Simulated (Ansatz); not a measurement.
Calculated with Ansatz (gas phase, PBE0-D4/def2-TZVP geometries, no zero-point term in ΔE). CCSD(T)/CBS is the MP2 limit (def2-TZVPP, def2-QZVPP) plus CCSD(T) − MP2 in def2-TZVPP, frozen cores. One conformer a species, not always the lowest.

Consider the ligand exchange at the Si–O bond: `O[SiH](O)O[Si](F)(F)F` + `N[SiH](O)Cl` → `O[SiH](O)N[SiH](O)Cl` + `O[Si](F)(F)F`.

`O[SiH](O)O[Si](F)(F)F`:

```xyz
11

O     0.708    1.640    1.580
Si    0.213    0.143    1.185
O    -1.411   -0.027    1.157
O     0.668   -0.240   -0.338
Si    0.215   -0.705   -1.791
F     1.481   -0.901   -2.695
F    -0.569   -2.064   -1.755
F    -0.703    0.370   -2.476
H     0.434    2.383    1.038
H     0.875   -0.755    2.141
H    -1.911    0.157    1.953
```

`N[SiH](O)Cl`:

```xyz
8

N    -1.069   -0.546    0.124
Si    0.395    0.305    0.271
O     1.525   -0.285   -0.747
Cl   -0.102    2.258   -0.144
H    -1.950   -0.082    0.263
H    -1.122   -1.535    0.310
H     1.063    0.287    1.585
H     1.261   -0.403   -1.662
```

`O[SiH](O)N[SiH](O)Cl`:

```xyz
13

O    -1.084    1.993    0.550
Si   -1.212    0.485   -0.078
O    -0.680    0.669   -1.627
N    -0.234   -0.712    0.653
Si    1.452   -0.989    0.442
O     1.975   -0.110   -0.817
Cl    1.694   -3.017    0.171
H    -1.309    2.131    1.471
H    -2.613    0.013   -0.004
H    -0.829    1.534   -2.016
H    -0.743   -1.451    1.117
H     2.286   -0.651    1.608
H     1.297    0.106   -1.471
```

`O[Si](F)(F)F`:

Z-matrix (Å, degrees):
```
Si
F 1 1.572
F 1 1.572 2 106.8
O 1 1.604 2 112.4 3 -123.7
F 1 1.565 2 108.8 3 117.2
H 4 0.958 1 120.4 2 60.3
```

| species | SCS-MP2/def2-TZVPP energy (Eh) |
| --- | --- |
| `O[SiH](O)O[Si](F)(F)F` | -1104.88188 |
| `N[SiH](O)Cl` | -881.06465 |
| `O[SiH](O)N[SiH](O)Cl` | -1321.69807 |
| `O[Si](F)(F)F` | -664.22763 |

Q: Work out ΔE.

A: ΔE = (-1321.69807) + (-664.22763) − (-1104.88188) − (-881.06465) = 0.02083 Eh = +54.7 kJ/mol. CCSD(T)/CBS gives +52.9 kJ/mol.

Largest T1 diagnostic among the species: 0.012.

The D4 term adds −4.7 kJ/mol with B3LYP and −2.6 kJ/mol with PBE0; it sums over pairs of atoms, weighted by their polarisabilities, and B3LYP, whose exchange is more repulsive, gets the larger term. In def2-TZVPP, CCSD(T) changes the Hartree–Fock value by −21.1 kJ/mol (the triples alone add −3.7 kJ/mol) and MP2 by −22.3 kJ/mol.

B3LYP here is the variant with VWN-RPA as its local correlation; programs differ in this.
